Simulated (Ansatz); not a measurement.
The cluster B3P2, relaxed as a doublet with UKS PBE-D4/def2-SVP in Ansatz, starting from the GFN2-xTB geometry. Force threshold 0.02 eV/Å.

The relaxation made no stability test and no search for a lower SCF solution. The structure comes from a short search, and lower isomers may exist.

Start:

```xyz
5

B    -0.523   -0.543   -0.895
B     0.483   -0.138    0.475
B    -0.693    0.892   -0.306
P     0.569   -1.820   -0.340
P     0.165    1.610    1.066
```

| step | energy (eV) | largest force component (eV/Å) | SCF passes |
| --- | --- | --- | --- |
| 1 | -20584.9058 | 1.375 | 20 |
| 2 | -20584.9600 | 0.504 | 24 |
| 3 | -20584.9732 | 0.058 | 24 |
| 4 | -20584.9734 | 0.017 | 18 |

Force components are those of the run's own axes.

End:

```xyz
5

B    -0.520   -0.575   -0.907
B     0.461   -0.132    0.454
B    -0.697    0.923   -0.293
P     0.584   -1.849   -0.340
P     0.173    1.633    1.087
```

By distances, no bond broke or formed. The bond that changes most is B1–B3, from 1.56 to 1.63 Å (atoms count from 1).

No frequencies were taken in this run, so the end may be a saddle point.

Run time 2.8 s (4 threads of Arm Neoverse V1 on a shared host).
